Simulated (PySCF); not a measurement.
CH₂NO, SMILES N[C]=O, multiplicity 2. Atoms are numbered in the order given.

```xyz
5

N     -0.0940    -1.0813     0.0000
C      0.4086     0.1600     0.0000
O     -0.1528     1.2161     0.0000
H     -1.0957    -1.2461     0.0000
H      0.5245    -1.8731     0.0000
```
Charge 0, spin multiplicity 2.

Geometry optimised at TPSSh-D3(BJ)/def2-TZVP. The isomer is the one that the SMILES or the coordinates give; other isomers of the formula were not compared. The values are those of a single conformer.

Calculation: TDA-CAM-B3LYP/def2-SVPD (PySCF).

Vertical excitations. Isolated molecule, no solvent.

Computed UV-visible absorptions:
```
state    energy (eV)  λ (nm)      f                                                  main pairs
-------  -----------  ------  -----  ----------------------------------------------------------
root 1          4.08     304  0.005                                          α HOMO→LUMO+1 96 %
root 2          4.45     278  0.000                                            β HOMO→LUMO 94 %
root 3          5.76     215  0.032    α HOMO−1→LUMO+1 9 %, α HOMO→LUMO 7 %, β HOMO−1→LUMO 72 %
root 4          5.90     210  0.010                         α HOMO→LUMO 87 %, β HOMO−1→LUMO 8 %
root 5          6.53     190  0.004                    α HOMO−1→LUMO+1 49 %, β HOMO→LUMO+2 43 %
root 6          6.95     178  0.078                                          α HOMO→LUMO+2 92 %
root 7          7.37     168  0.010  α HOMO−1→LUMO 12 %, β HOMO−2→LUMO 59 %, β HOMO→LUMO+1 19 %
root 8          7.60     163  0.033                                          α HOMO→LUMO+3 91 %
root 9          7.78     159  0.011   α HOMO−1→LUMO 62 %, β HOMO−2→LUMO 22 %, β HOMO→LUMO+1 9 %
root 10         8.02     155  0.002   α HOMO−1→LUMO 20 %, α HOMO→LUMO+4 7 %, β HOMO→LUMO+1 59 %
```
Unrestricted roots are not spin-pure.
